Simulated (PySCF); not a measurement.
A structure optimised at PBE-D3(BJ)/def2-SVPD, used in a PySCF frequency run:

```xyz
4

In     0.0000     0.0000    -0.5863
Br    -2.1972     1.2685     0.2736
Br     0.0000    -2.5371     0.2736
Br     2.1972     1.2685     0.2736
```
Charge -1, spin multiplicity 2.

**Question.** Write its SMILES, formula and point group.

**Answer.** [Br][In-]([Br])[Br], Br3In, C3v

**Question.** What are its rotational constants (standard atomic weights)?

**Answer.** 0.60972, 0.60972, 0.32754 GHz
